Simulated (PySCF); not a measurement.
VSF3 (singlet state).
Structure used (PBE0-D3(BJ)/def2-SVP), in Å, numbered top down from 1:
```xyz
5
F3SV angstrom
V     -0.0004    0.0006   -0.0677
S     -0.0003   -0.0162    1.9126
F      1.6042    0.0104   -0.6145
F     -0.8058    1.3927   -0.6041
F     -0.7977   -1.3875   -0.6263
```

Method used: PySCF 2.14.0, PBE0-D3(BJ)/def2-SVP geometry optimisation, gas phase.

Question: Which atoms are bound to V1, and at what distances?

Answer: 4 atoms: F3 1.695 Å, F4 1.695 Å, F5 1.695 Å, S2 1.980 Å.

Question: List the angles at V1.

Answer: 
```json
{"angle": "F4–V1–F5", "degrees": "110.2", "distance of the outer atoms (Å)": "2.78"}
{"angle": "F3–V1–F5", "degrees": "110.1", "distance of the outer atoms (Å)": "2.78"}
{"angle": "F3–V1–F4", "degrees": "110.0", "distance of the outer atoms (Å)": "2.78"}
{"angle": "S2–V1–F4", "degrees": "108.9", "distance of the outer atoms (Å)": "2.99"}
{"angle": "S2–V1–F3", "degrees": "108.8", "distance of the outer atoms (Å)": "2.99"}
{"angle": "S2–V1–F5", "degrees": "108.8", "distance of the outer atoms (Å)": "2.99"}
```

Question: What is the shape at V1?

Answer: Tetrahedral: angles from 108.8° to 110.2°; τ4 = (360° − α − β)/141° = 0.99 with α and β the two widest (0 for a square, 1 for a tetrahedron).

Question: What are the rotational constants (commonest isotopes, rigid rotor)?

Answer: A = 3444, B = 2425, C = 2424 MHz: a prolate symmetric top.

Point group: C3v (every atom within 0.08 Å of its image). Charge 0, singlet. No PBE0-D3(BJ)/def2-SVP frequencies stand behind this structure, so it isn't proved a minimum.

Time: 9.5 s. Hardware: one thread, x86-64 server (shared host). That covers the optimisation of the geometry.
